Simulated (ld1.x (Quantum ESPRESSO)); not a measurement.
## Varying the PAW potential for oxygen

Base potential:

ld1.x (Quantum ESPRESSO) 7.5 input, shortened:

```
&input
   title='O', zed=8., rel=1, dft='PBE', iswitch=3,
   config='[He] 2s2 2p2 3d-2'
 /
 &inputp
   pseudotype=3, lpaw=.true., tm=.true., lloc=-2, rcloc=0.75,
   nlcc=.true., new_core_ps=.true.,
   which_augfun='PSQ', rmatch_augfun_nc=.true.
 /
6
2S  1  0   2.00   0.00  0.55  0.60  0.0
2S  1  0   0.00  -1.65  0.55  0.60  0.0
2P  2  1   2.00   0.00  1.50  1.70  0.0
2P  2  1   0.00   0.40  1.50  1.70  0.0
3D  3  2  -2.00   0.35  1.25  1.40  0.0
3D  3  2  -2.00   1.35  1.25  1.40  0.0
 &test
   configts(1)='2s2 2p2'
 /
```

Cutoffs, loose and tight: the cutoffs (Ry, on a coarse ladder) from which the occupation-weighted sum of valence levels, in a spherical-Bessel basis at the reference potential, stays within 10 and 1 mRy of its value at 400 Ry. They do not see the model core or the augmentation charge, which bear on the density cutoff. Test errors are all-electron minus pseudo excitation energies from the reference, over the configurations 2s2 2p4; 2s2 2p3; 2s2 2p1; 2s2 2p0; 2s2 2p4.3; 2s2 2p3.5; 2s0 2p6. A dash means not determined; rows that change the core or the reference have their own tests. The largest error is taken over the tests solved by every variant that gives reliable tests at all: 2s0 2p6; 2s2 2p3; 2s2 2p3.5.

A true bound ghost makes a file unfit for plane-wave use even where its test errors are small: the radial tests pick states by their node count and pass the ghost by. Where a test does run into it, the solver fails or the error is huge.

Cutoffs are not given where the Bessel-basis levels miss the radial ones by over 6 mRy, ghosts where they miss by over 20 mRy; a channel whose overlap is not positive is not tested.

A file whose overlap is not positive is unfit for use, and its test errors describe a broken file.

```tsv
change	outcome	cutoff, loose	cutoff, tight	bound ghosts	largest test error (meV)
base	generated, overlap not positive	–	–	s (p not tested, overlap not positive)	+495
waves 2p (bound): rcut 1.10, rcutus 1.16 bohr; 2p channel at 0.4 Ry: rcut 1.10, rcutus 1.16 bohr	generated	100 Ry	180 Ry	s	-1.3
waves 2p (bound): rcut 1.20, rcutus 1.28 bohr; 2p channel at 0.4 Ry: rcut 1.20, rcutus 1.28 bohr	generated	100 Ry	180 Ry	s	-2.0
waves 2p (bound): rcut 1.42, rcutus 1.50 bohr; 2p channel at 0.4 Ry: rcut 1.42, rcutus 1.50 bohr	generated	100 Ry	180 Ry	s	-65
waves 2p (bound): rcut 1.50, rcutus 1.60 bohr; 2p channel at 0.4 Ry: rcut 1.50, rcutus 1.60 bohr	generated	100 Ry	180 Ry	s	test run stopped at test 1 of 7 (negative rho)
waves 2p (bound): rcut 1.50, rcutus 1.86 bohr; 2p channel at 0.4 Ry: rcut 1.50, rcutus 1.86 bohr	generated	100 Ry	180 Ry	s	-11
waves 2p (bound): rcut 1.50, rcutus 1.96 bohr; 2p channel at 0.4 Ry: rcut 1.50, rcutus 1.96 bohr	generated	100 Ry	180 Ry	s	-12
waves 2p (bound): rcut 1.50, rcutus 2.14 bohr; 2p channel at 0.4 Ry: rcut 1.50, rcutus 2.14 bohr	generated	100 Ry	180 Ry	s	-12
waves 2p (bound): rcut 1.50, rcutus 2.32 bohr; 2p channel at 0.4 Ry: rcut 1.50, rcutus 2.32 bohr	generated	100 Ry	180 Ry	s	-9.9
waves 2p (bound): rcut 1.50, rcutus 2.50 bohr; 2p channel at 0.4 Ry: rcut 1.50, rcutus 2.50 bohr	generated	100 Ry	180 Ry	s	test run stopped at test 1 of 7 (negative rho)
```

Reading the sweep of the p radius (base included, trends over the rows without a ghost): Bound ghosts are found at 1.16, 1.28, 1.5, 1.6, 1.7, 1.86, 1.96, 2.14, 2.32, 2.5 bohr. Every judged row has one, so this setting neither creates nor removes them.
